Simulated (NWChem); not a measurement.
Species: C4H7O, doublet; SMILES [CH]1CCCO1

```xyz
12

C      1.2186     0.1807    -0.0094
C      0.5358    -1.1461    -0.1328
C     -0.9198    -0.7824     0.1957
C     -0.9660     0.6965    -0.1697
O      0.3217     1.1916     0.1555
H      2.2075     0.3754     0.4080
H      0.9473    -1.9121     0.5457
H      0.6199    -1.5612    -1.1561
H     -1.6617    -1.3814    -0.3512
H     -1.1094    -0.9075     1.2735
H     -1.1551     0.8367    -1.2511
H     -1.7108     1.2800     0.3903
```
Atoms are numbered in this order, from 1.

All runs: NWChem. Pople sets run with spherical d functions. Spin-unrestricted. The geometry was optimised at PBE0/def2-SVP, spin-unrestricted. Not confirmed as a minimum by frequencies. No stability test was run on the SCF state. Vzz is the largest principal value of the second derivative of the potential at the nucleus (NWChem prints the opposite sign); η is the asymmetry. Non-relativistic.

For level UHF/6-31G*:

- Vzz O5 (a.u.) = 1.756
- η O5 = 0.82

### Question
What are these values for level CAM-B3LYP/6-31G*?

### Answer
The vzz O5 (a.u.) is 1.593 and the η O5 is 0.71.
